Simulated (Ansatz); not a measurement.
Ideal-gas functions of CAlCl$_{2}$N (`N#[C][Al]([Cl])[Cl]`) at 298.15 K and 1 bar, from an Ansatz frequency run at PBE0-D4/def2-TZVP.

Molar mass 123.91 g/mol, point group C2v (symmetry number 2), electronic degeneracy 1, moments of inertia 231.924, 244.859, 476.784 u Å². Harmonic wavenumbers (cm⁻¹, unscaled): 94, 144, 144, 288, 316, 403, 637, 645, 2323.

Use S(trans) = R[1.5 ln M + 2.5 ln T − 1.1517]; rotational temperatures θ = 24.2544 K / I; S(rot) = R[ln(√π/σ · √(T³/θAθBθC)) + 1.5]; for each mode x = 1.438777 ν̃/T, S = R[x/(eˣ − 1) − ln(1 − e⁻ˣ)] and H = RT x/(eˣ − 1); 1 cm⁻¹ = 0.0119627 kJ/mol; R = 8.31446 J/(mol·K).

By hand: the entropy, in J/(mol·K).

Translation 169.0. Rotation: θ = 0.1046, 0.0991, 0.0509 K, giving 113.9. Vibration, mode by mode: 14.96, 11.51, 11.51, 6.22, 5.57, 3.98, 1.63, 1.58, 0.00, in all 57.0. Electronic 0.0. Sum 339.9 J/(mol·K).

By hand: H − E and G − E in kJ/mol, counted from the electronic energy.

Zero-point energy ½ × 4994 × 0.0119627 = 29.9; thermal vibration 9.1; translation, rotation and pV give 4 RT = 9.9. H − E = 48.9 kJ/mol, and G − E = 48.9 − 298.15 × 339.9/1000 = -52.4 kJ/mol.

Vibration gives 17 % of the entropy, 38.0 J/(mol·K) of it from the modes under 150 cm⁻¹: soft modes count most, and the harmonic formula is weakest for them.
